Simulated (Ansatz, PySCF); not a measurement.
The pair A = SiH4 (SMILES [SiH4]) (first 5 atoms), B = C2H4 (SMILES C=C); geometry from B3LYP-D3(BJ)/def2-TZVP.
(charge 0, multiplicity 1):
| atom | x (Å) | y (Å) | z (Å) |
|---|---|---|---|
| Si | -0.1232 | -0.1856 | -0.1055 |
| H | -1.1626 | 0.7668 | 0.3419 |
| H | -0.1836 | -0.3136 | -1.5815 |
| H | -0.3596 | -1.5112 | 0.5065 |
| H | 1.2149 | 0.3139 | 0.2800 |
| C | 0.3313 | -0.4649 | 3.5398 |
| C | -0.1274 | 0.7747 | 3.4504 |
| H | 1.3687 | -0.7038 | 3.3395 |
| H | -0.3122 | -1.2923 | 3.8128 |
| H | -1.1656 | 1.0135 | 3.6462 |
| H | 0.5156 | 1.6010 | 3.1730 |

Cores are frozen in the correlated methods. CBS: X⁻³ extrapolation of the correlation energy, Hartree–Fock from the larger set. MP2 and its Hartree–Fock in aug-cc-pV(T+d)Z are density fitted.

Programs: Ansatz (Gaussian basis) for Hartree–Fock, density functionals and correlated methods; PySCF for the dispersion terms. Values without a source in brackets are computed.

The monomers are drawn apart, rigid, along the line of their centres of mass. Counterpoise-corrected interaction energies (kcal/mol):

| level | R = 5.098 Å | R = 6.571 Å |
|---|---|---|
| PBE-D3(BJ)/def2-TZVPPD | -0.4649 | -0.0895 |
| wB97M-V/def2-TZVPPD | -0.3810 | -0.0822 |
| MP2/CBS(aug-cc-pV(D+d)Z, aug-cc-pV(T+d)Z) + ΔCCSD(T)/aug-cc-pV(D+d)Z | -0.3645 | -0.0766 |

Task: R is the distance of the centres of mass. Find the local exponent m of E ∝ R⁻ᵐ between the two points.

Result: 
m = ln(E₁/E₂)/ln(R₂/R₁): PBE-D3(BJ)/def2-TZVPPD 6.5; wB97M-V/def2-TZVPPD 6.0; MP2/CBS(aug-cc-pV(D+d)Z, aug-cc-pV(T+d)Z) + ΔCCSD(T)/aug-cc-pV(D+d)Z 6.1. For scale, two fixed dipoles give m = 3, dipole and quadrupole 4, quadrupoles 5, and dispersion or dipole-induced dipole 6 at long range; at these distances several terms mix, and what is left of overlap and damping shifts m, so it need not match one of them.

Ansatz is a first-principles code.
